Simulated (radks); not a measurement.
The numbers below are computed, except where a source is named.
Br+, 34 electrons, occupied as [Ar] 3d9.5 4s2 4p4.5 (fractional occupations, a model configuration). Code: a radial shooting solver on a logarithmic mesh with Libxc functionals. Model: Dirac Kohn-Sham, PBE, spin-unpolarised, spherical densities, finite nucleus; open shells fill j = l - 1/2 first; Fermi nuclear charge, rms radius 4.1629 fm.

Unscreened Slater integrals over Kohn-Sham orbitals (eV). Large and small components are both included.

F0(4p3/2,4p3/2): 12.796
F2(4p3/2,4p3/2): 6.6764
F0(4p3/2,4p1/2): 12.916
G2(4p3/2,4p1/2): 6.7331
F0(4p3/2,4s1/2): 13.871
G1(4p3/2,4s1/2): 9.1484
F0(4p3/2,3d5/2): 16.731
F2(4p3/2,3d5/2): 3.4071
G1(4p3/2,3d5/2): 1.1226
G3(4p3/2,3d5/2): 1.0366
F0(4p1/2,4p1/2): 13.039
F0(4p1/2,4s1/2): 14.029
G1(4p1/2,4s1/2): 9.3480
F0(4p1/2,3d5/2): 17.022
G3(4p1/2,3d5/2): 1.0850
F0(4s1/2,4s1/2): 15.304
F0(4s1/2,3d5/2): 19.548
G2(4s1/2,3d5/2): 1.6612
F0(3d5/2,3d5/2): 42.863
F2(3d5/2,3d5/2): 20.567
F4(3d5/2,3d5/2): 12.949
